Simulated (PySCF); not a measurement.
Below is a simulated gas-phase P 2p photoelectron spectrum of `[PH2][GeH2][CH2]Cl`.

Every computed line was given a Gaussian of 1.0 eV full width at half maximum and an area set by the number of equivalent atoms (split 2:1 within a doublet); the highest printed point is 100. Method used: delta-SCF UKS SCAN, pcX-2 on the ionised atom, pcseg-1 elsewhere, spin-free X2C (PySCF).

binding energy (eV), intensity and a bar:
```
    135.0          0 
    135.1          1 
    135.2          2 
    135.3          3 #
    135.4          6 ##
    135.5         10 ###
    135.6         16 #####
    135.7         24 #######
    135.8         35 ##########
    135.9         47 ##############
    136.0         61 ##################
    136.1         74 ######################
    136.2         86 ##########################
    136.3         95 ############################
    136.4         99 ##############################
    136.5        100 ##############################
    136.6         97 #############################
    136.7         91 ###########################
    136.8         85 #########################
    136.9         78 #######################
    137.0         72 ######################
    137.1         67 ####################
    137.2         62 ###################
    137.3         57 #################
    137.4         52 ###############
    137.5         45 ##############
    137.6         38 ###########
    137.7         31 #########
    137.8         23 #######
    137.9         17 #####
    138.0         12 ####
    138.1          8 ##
    138.2          5 #
    138.3          3 #
    138.4          2 
    138.5          1 
    138.6          0 
    138.7          0
```

Problem. How many maxima does the curve show, and how many computed lines lie under it?

Solution. The curve has 1 maximum (at 136.5 eV). Under it lie 2 lines from 1 inequivalent phosphorus site, drawn as a 2p3/2, 2p1/2 pair. At this width some lines have no maximum of their own.

Problem. Decompose the envelope and assign each component. Numbering: `[PH2:1][GeH2:2][CH2:3][Cl:4]`.

Solution. 
```
position (eV)  relative area     line  atoms                  environment
       136.40           0.67  P 2p3/2     P1  three-coordinate phosphorus
       137.29           0.33  P 2p1/2     P1  three-coordinate phosphorus
```

Problem. What are the centre and the root-mean-square width of the whole band?

Solution. The area-weighted mean of the lines is 136.70 eV. Their own spread about it is 0.42 eV (rms) and each Gaussian has σ = 1.0/2.355 = 0.42 eV; the variances add, which gives 0.60 eV.

The curve has no shake-up lines and no vibrational structure. Spin–orbit coupling isn't in the SCF: each 2p doublet comes from a relaxed spin-free hole plus a matrix of the shell (mean-field spin–orbit coupling and the ground-state 2p splitting), with 2p3/2 averaged over its two sublevels. 2p1/2 minus 2p3/2 (ligand field included): P 0.89 eV. The structure is a single PBE0-D3(BJ)/def2-SVP conformer in the gas phase; no vibrational or solvent corrections.

Conformer computed: `[PH2:1][GeH2:2][CH2:3][Cl:4]`: P1–Ge2–C3–Cl4 -60°, H–P1–Ge2–C3 -54°, H–P1–Ge2–C3 39°.
